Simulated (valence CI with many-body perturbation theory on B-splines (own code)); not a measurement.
Values are calculated unless marked as measured or tabulated.
Ladder of approximations for Os²⁶⁺

Level of theory: valence CI with perturbative core correlation (CI+MBPT): four valence electrons over a frozen Dirac-Fock core [Kr] 4d10, a basis of 8 s, 8 p, 9 d, 9 f, 6 g, 3 h, 2 i functions for each j, with the one-electron correlation potential Σ1 (screened to all orders), the two-electron term Σ2, the three-electron term Σ3, Breit, model QED; selected single and double excitations, second order for the rest (own B-spline code, finite nucleus).

No measured spectrum was set against this ion. As an estimate, large intervals hold to a few tenths of a per cent, small ones and those within an open d or f shell to about a per cent. Core correlation moves these levels by up to 4700 cm⁻¹, and in measured spectra 5 to 20 % of such shifts remained as error; rates that hang on mixing are uncertain with them. Only levels of the ground parity were solved; by the run's estimate the other parity begins above the list, which can be wrong where configurations are misplaced.

Each rung adds one term. CI alone is the Dirac-Coulomb CI over the frozen core; QED comes last and gives the full result, which names the levels. Energies are above (4f5/2^4) J=4 on the same rung, in cm⁻¹.

Levels are named by their leading jj configuration (3d3/2^4 stands for four electrons in 3d with j = 3/2), which in mixed levels can hold well under half, so a name can repeat and another be missing. Letters in brackets count levels of one name in rising energy.

```csv
Level,CI alone,+ Σ1,+ Σ2,+ Σ3,+ Breit,Full
(4f5/2^3 4f7/2) J=5 [a],17782,18255,19177,19263,17938,18036
(4f5/2^2 4f7/2^2) J=6 [a],32653,33406,34717,34795,32346,32498
(4f5/2^4) J=2,37950,37980,35354,35897,36558,36538
(4f5/2^3 4f7/2) J=7 [a],44270,45124,46328,46307,43128,43292
(4f5/2^3 4f7/2) J=1 [a],46150,46653,45372,46016,45636,45722
(4f5/2^3 4f7/2) J=4 [a],48098,48452,47697,47697,47121,47172
(4f5/2^3 4f7/2) J=8 [a],53631,54495,55462,55354,51634,51794
(4f5/2^3 4f7/2) J=3 [a],54251,54829,53706,54240,53280,53378
(4f5/2^3 4f7/2) J=2 [a],58591,59115,56791,57283,56682,56765
(4f5/2^3 4f7/2) J=2 [b],60507,61201,60084,59577,58550,58671
(4f5/2^3 4f7/2) J=3 [b],61385,61929,59846,60362,59774,59858
(4f5/2^2 4f7/2^2) J=6 [b],65190,66048,66923,66537,64107,64265
(4f5/2^3 4f7/2) J=5 [b],69269,70071,69304,69611,67739,67876
(4f5/2^3 4f7/2) J=7 [b],70649,71579,72047,71942,68842,69014
(4f5/2^2 4f7/2^2) J=4 [a],72378,73386,72748,73242,71282,71464
(4f5/2^3 4f7/2) J=8 [b],76878,77874,78054,78246,74440,74623
(4f5/2^2 4f7/2^2) J=4 [b],84088,85149,84308,84441,82503,82692
(4f5/2^2 4f7/2^2) J=2 [a],84830,85904,85737,86102,84459,84651
(4f5/2^2 4f7/2^2) J=3 [a],85987,87087,86801,87293,85372,85568
```

Question: How does the ionisation energy move along the ladder, and which term matters most?

Answer: CI alone 832.00, + Σ1 835.46, + Σ2 844.32, + Σ3 844.37, + Breit 844.27, + QED 844.33 eV. The largest step is Σ2, 8.86 eV. NIST lists 870 ± 40 eV (theoretical).
